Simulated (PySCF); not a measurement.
C$_{2}$H$_{6}$CdS$_{2}$ (SMILES C[S][Cd][S]C), singlet, at a GFN2-xTB geometry (such geometries of metal compounds can be far from the true shape) (core potentials on Cd); DF-PBE/def2-TZVPD run with PySCF.

PySCF was given this input:
```python
from pyscf import gto, scf, dft

mol = gto.M(
    atom='''
Cd    0.322813    0.860595   -0.078641
S    -1.919490    0.143919   -0.751428
C    -2.271141   -0.730494    0.815202
H    -1.361373   -1.190701    1.212622
H    -3.000556   -1.500531    0.582798
H    -2.696927   -0.029576    1.531647
S     1.588195   -1.027125    0.832135
C     1.189360   -2.153449   -0.551668
H     0.178221   -1.963489   -0.924393
H     1.251252   -3.162975   -0.156648
H     1.925750   -2.026320   -1.343780
''',
    basis='def2-tzvpd',
    ecp={'Cd': 'def2-tzvpd'},
    charge=0,
    spin=0,
    verbose=4,
    max_memory=1800,
)

mf = dft.RKS(mol)
mf.xc = 'pbe'
mf = mf.density_fit(auxbasis='def2-universal-jkfit')
mf.kernel()
```

It wrote (shortened):

```
PySCF version 2.14.0

[INPUT] verbose = 4
[INPUT] num. atoms = 11
[INPUT] num. electrons = 70
[INPUT] charge = 0
[INPUT] spin (= nelec alpha-beta = 2S) = 0
[INPUT] symmetry False subgroup None
[INPUT] Mole.unit = angstrom
[INPUT] Symbol           X                Y                Z      unit          X                Y                Z       unit  Magmom
[INPUT]  1 Cd     0.322813000000   0.860595000000  -0.078641000000 AA    0.610028159449   1.626288854170  -0.148609952162 Bohr   0.0
[INPUT]  2 S     -1.919490000000   0.143919000000  -0.751428000000 AA   -3.627310398841   0.271967494121  -1.419993122330 Bohr   0.0
[INPUT]  3 C     -2.271141000000  -0.730494000000   0.815202000000 AA   -4.291834480271  -1.380433595638   1.540508516198 Bohr   0.0
[INPUT]  4 H     -1.361373000000  -1.190701000000   1.212622000000 AA   -2.572622123378  -2.250098786246   2.291523472622 Bohr   0.0
[INPUT]  5 H     -3.000556000000  -1.500531000000   0.582798000000 AA   -5.670229061420  -2.835592631420   1.101328605944 Bohr   0.0
[INPUT]  6 H     -2.696927000000  -0.029576000000   1.531647000000 AA   -5.096453407945  -0.055890539860   2.894393349512 Bohr   0.0
[INPUT]  7 S      1.588195000000  -1.027125000000   0.832135000000 AA    3.001253582404  -1.940984945694   1.572507248665 Bohr   0.0
[INPUT]  8 C      1.189360000000  -2.153449000000  -0.551668000000 AA    2.247564663513  -4.069428833219  -1.042501431687 Bohr   0.0
[INPUT]  9 H      0.178221000000  -1.963489000000  -0.924393000000 AA    0.336788879646  -3.710456458596  -1.746849601465 Bohr   0.0
[INPUT] 10 H      1.251252000000  -3.162975000000  -0.156648000000 AA    2.364523592814  -5.977156488846  -0.296021817961 Bohr   0.0
[INPUT] 11 H      1.925750000000  -2.026320000000  -1.343780000000 AA    3.639140084381  -3.829189840729  -2.539376171668 Bohr   0.0

nuclear repulsion = 376.258914140542
number of shells = 102
number of NR pGTOs = 379
number of NR cGTOs = 260
basis = def2-tzvpd
ecp = {'Cd': 'def2-tzvpd'}

******** <class 'pyscf.df.df_jk.DFRKS'> ********
method = DFRKS
initial guess = minao
damping factor = 0
level_shift factor = 0
DIIS = <class 'pyscf.scf.diis.CDIIS'>
diis_start_cycle = 1
diis_space = 8
diis_damp = 0
SCF conv_tol = 1e-09
SCF conv_tol_grad = None
SCF max_cycles = 50
direct_scf = False
XC library pyscf.dft.libxc version 7.1.2
    S. Lehtola, C. Steigemann, M. J. T. Oliveira, and M. A. L. Marques,  SoftwareX 7, 1–5 (2018)
XC functionals = pbe
    J. P. Perdew, K. Burke, and M. Ernzerhof,  Phys. Rev. Lett. 77, 3865 (1996)
    J. P. Perdew, K. Burke, and M. Ernzerhof,  Phys. Rev. Lett. 78, 1396 (1997)
    J. P. Perdew, K. Burke, and M. Ernzerhof,  Phys. Rev. Lett. 77, 3865 (1996)
    J. P. Perdew, K. Burke, and M. Ernzerhof,  Phys. Rev. Lett. 78, 1396 (1997)
radial grids:
    Treutler-Ahlrichs [JCP 102, 346 (1995); DOI:10.1063/1.469408] (M4) radial grids

becke partition: Becke, JCP 88, 2547 (1988); DOI:10.1063/1.454033
pruning grids: <function nwchem_prune>
grids dens level: 3
symmetrized grids: False
atomic radii adjust function: <function treutler_atomic_radii_adjust>
small_rho_cutoff = 0
Set gradient conv threshold to 3.16228e-05
Initial guess from minao.
tot grids = 147240
init E= -1031.53010546042
  HOMO = -0.588387860401401  LUMO = -0.5572760568963  gap/eV = 0.84660
cycle= 1 E= -1039.84128942929  delta_E= -8.31  |g|= 4.45  |ddm|=   12
  HOMO = -0.0193293492689778  LUMO = -0.0111350092061328  gap/eV = 0.22298
cycle= 2 E= -998.940874878869  delta_E= 40.9  |g|= 8.15  |ddm|= 33.8
  HOMO = -0.317753347730925  LUMO = -0.309172821701998  gap/eV = 0.23349
cycle= 3 E= -1036.53044870302  delta_E= -37.6  |g|= 4.44  |ddm|= 33.2
  HOMO = -0.308401493056865  LUMO = -0.280672778429911  gap/eV = 0.75454
cycle= 4 E= -1042.42242910355  delta_E= -5.89  |g|= 2.35  |ddm|=  6.8
  HOMO = -0.235863922127534  LUMO = -0.185080214428864  gap/eV = 1.38190
cycle= 5 E= -1043.14702317735  delta_E= -0.725  |g|= 1.32  |ddm|= 4.88
  HOMO = -0.182832103298608  LUMO = -0.156185027423276  gap/eV = 0.72510
cycle= 6 E= -1043.33731022677  delta_E= -0.19  |g|= 0.804  |ddm|= 2.21
  HOMO = -0.233239711741105  LUMO = -0.145768539564758  gap/eV = 2.38021
cycle= 7 E= -1043.54671050121  delta_E= -0.209  |g|= 0.429  |ddm|= 1.88
  HOMO = -0.189841234082728  LUMO = -0.133632733041444  gap/eV = 1.52951
cycle= 8 E= -1043.59111445498  delta_E= -0.0444  |g|= 0.135  |ddm|= 0.789
  HOMO = -0.194737898123001  LUMO = -0.13970883534758  gap/eV = 1.49742
cycle= 9 E= -1043.59447979447  delta_E= -0.00337  |g|= 0.0274  |ddm|= 0.191
  HOMO = -0.192807910301465  LUMO = -0.138646996632502  gap/eV = 1.47379
cycle= 10 E= -1043.59466501501  delta_E= -0.000185  |g|= 0.0132  |ddm|= 0.0656
  HOMO = -0.192721336123757  LUMO = -0.137613222455287  gap/eV = 1.49957
cycle= 11 E= -1043.59471471964  delta_E= -4.97e-05  |g|= 0.00432  |ddm|= 0.0294
  HOMO = -0.193008338331069  LUMO = -0.137789826461047  gap/eV = 1.50257
cycle= 12 E= -1043.59471921612  delta_E= -4.5e-06  |g|= 0.0012  |ddm|= 0.0067
  HOMO = -0.192992953673795  LUMO = -0.137812243540391  gap/eV = 1.50154
cycle= 13 E= -1043.59471961782  delta_E= -4.02e-07  |g|= 0.000247  |ddm|= 0.0023
  HOMO = -0.192994502898803  LUMO = -0.137819517779134  gap/eV = 1.50139
cycle= 14 E= -1043.59471961157  delta_E= 6.25e-09  |g|= 0.000267  |ddm|= 0.000765
  HOMO = -0.192998522723819  LUMO = -0.137821346907109  gap/eV = 1.50145
cycle= 15 E= -1043.59471963758  delta_E= -2.6e-08  |g|= 8.4e-05  |ddm|= 0.000479
  HOMO = -0.192995715699133  LUMO = -0.137820003182033  gap/eV = 1.50141
cycle= 16 E= -1043.59471963921  delta_E= -1.63e-09  |g|= 4.5e-05  |ddm|= 0.000122
  HOMO = -0.192996147401785  LUMO = -0.137819247257391  gap/eV = 1.50144
cycle= 17 E= -1043.5947196397  delta_E= -4.97e-10  |g|= 4.62e-06  |ddm|= 4.96e-05
  HOMO = -0.192995448649557  LUMO = -0.137819397406816  gap/eV = 1.50142
Extra cycle  E= -1043.59471963967  delta_E= 3.66e-11  |g|= 1.04e-05  |ddm|= 2.56e-05
converged SCF energy = -1043.59471963967
```
